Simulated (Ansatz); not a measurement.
Molecule: C₂H₈PSi (charge 0, doublet). It need not be the lowest isomer of its formula. 
Geometry from a B3LYP-D3(BJ)/def2-TZVP (Ansatz, a program for electronic structure) optimisation:
```
Si
C 1 1.8846
H 2 1.0906 1 111.28
H 2 1.0918 3 108.33 1 -122.19
H 2 1.0950 3 108.01 4 -116.50
C 1 1.8859 2 110.36 3 -179.51
H 6 1.0903 1 111.30 2 179.67
H 6 1.0922 7 108.38 1 122.33
H 6 1.0948 7 108.06 8 116.92
P 1 2.2735 2 108.74 3 54.58
H 10 1.4188 1 94.40 2 176.75
H 10 1.4247 11 93.40 1 95.68
```
Charge 0, spin multiplicity 2.

Basis-set convergence of Hartree-Fock and MP2 correlation energies (hartree) with Ansatz. Correlated levels leave the core frozen unless marked. UHF or UKS for open shells. Spin-orbit coupling is left out. No relativistic terms.

```tsv
basis	functions	E(HF)	E(corr, MP2)
cc-pV(D+d)Z	114	-710.06109	-0.49970
cc-pV(T+d)Z	250	-710.11180	-0.61957
cc-pV(Q+d)Z	478	-710.12308	-0.66137
```

Extrapolating the two largest sets (X = 3 and 4) as X^-3: E(corr) = (64·(-0.66137) - 27·(-0.61957))/37 = -0.6919 Eh, an estimate of the basis-set limit. The largest set recovers 95.6 % of it, the smallest 72.2 %.
